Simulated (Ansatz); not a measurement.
Reaction (substitution at a C–C bond): `C=CCSC(F)(F)F` + `O[SiH2][SeH]` → `C=C[Se][SiH2]O` + `CSC(F)(F)F`

Calculated with Ansatz (gas phase, PBE0-D4/def2-TZVP geometries, no zero-point term in ΔE). CCSD(T)/CBS adds triple-zeta CCSD(T) − MP2 to the extrapolated MP2 energy (def2 sets, frozen cores). DFT in def2-TZVPP. B3LYP here is the variant with VWN-RPA as its local correlation; programs differ in this. For Se outer-core shells are correlated without core-valence functions, which leaves a few kJ/mol of doubt a bond. Scalar relativity is left out up to krypton. Each species was taken in one conformer, which may not be the lowest.

| level | ΔE (kJ/mol) | difference from CCSD(T)/CBS |
| --- | --- | --- |
| PBE-D4 | 2.5 | -4.2 |
| r2SCAN-D4 | 4.7 | -2.0 |
| PBE0-D4 | 5.9 | -0.8 |
| B3LYP-D4 | 4.6 | -2.1 |
| ωB97X-V | 8.0 | 1.3 |
| ωB97M-V | 8.2 | 1.5 |
| B2PLYP | 5.0 | -1.7 |
| PBE | 3.4 | -3.3 |
| r2SCAN | 4.5 | -2.2 |
| PBE0 | 6.6 | -0.1 |
| B3LYP | 6.6 | -0.1 |
| HF/def2-TZVPP | 14.4 | 7.7 |
| MP2/def2-TZVPP | 2.3 | -4.4 |
| SCS-MP2/def2-TZVPP | 3.8 | -2.9 |
| CCSD/def2-TZVPP | 7.8 | 1.1 |
| CCSD(T)/def2-TZVPP | 5.7 | -1.0 |
| HF/def2-QZVPP | 14.5 | 7.8 |
| MP2/def2-QZVPP | 2.9 | -3.8 |
| SCS-MP2/def2-QZVPP | 4.3 | -2.4 |
| HF/CBS(def2) | 14.5 | 7.8 |
| MP2/CBS(def2) | 3.3 | -3.4 |
| CCSD/CBS(def2) | 8.8 | 2.1 |
| CCSD(T)/CBS | 6.7 | 0 |

Largest T1 diagnostic among the species: 0.012.

In def2-TZVPP, CCSD(T) changes the Hartree–Fock value by −8.7 kJ/mol (the triples alone add −2.1 kJ/mol) and MP2 by −12.1 kJ/mol. From PBE to PBE0 (25 % exact exchange), in def2-TZVPP and without D4, ΔE moves by +3.2 kJ/mol.
